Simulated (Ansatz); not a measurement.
CH$_{7}$ClSi$_{2}$, SMILES `[SiH3]C[SiH2]Cl`. Charge 0, multiplicity 1.

| atom | x (Å) | y (Å) | z (Å) |
| --- | --- | --- | --- |
| Si1 | 0.1672 | -1.2454 | -1.0593 |
| C2 | -0.6706 | -0.1855 | 0.2433 |
| Si3 | 0.3272 | 1.2777 | 0.7982 |
| Cl4 | -0.7048 | 2.3454 | 2.2285 |
| H5 | -0.7048 | -2.3871 | -1.4402 |
| H6 | 0.4520 | -0.4359 | -2.2736 |
| H7 | 1.4525 | -1.7797 | -0.5364 |
| H8 | -1.6266 | 0.1722 | -0.1535 |
| H9 | -0.8935 | -0.8088 | 1.1156 |
| H10 | 1.6077 | 0.8476 | 1.4093 |
| H11 | 0.5937 | 2.1995 | -0.3318 |

(1) Give the diagnostics of a CCSD(T)/def2-TZVPP run (frozen core, Ansatz). (Estimate.)

## Answers

(1) Ansatz gave: T1 = 0.0099, largest single amplitude 0.016, largest double 0.019, (T) share of the correlation energy 3.7 %, 8 CCSD cycles. The RHF solution is stable towards an unrestricted one. T1 lies under the customary mark of 0.02 for closed shells.
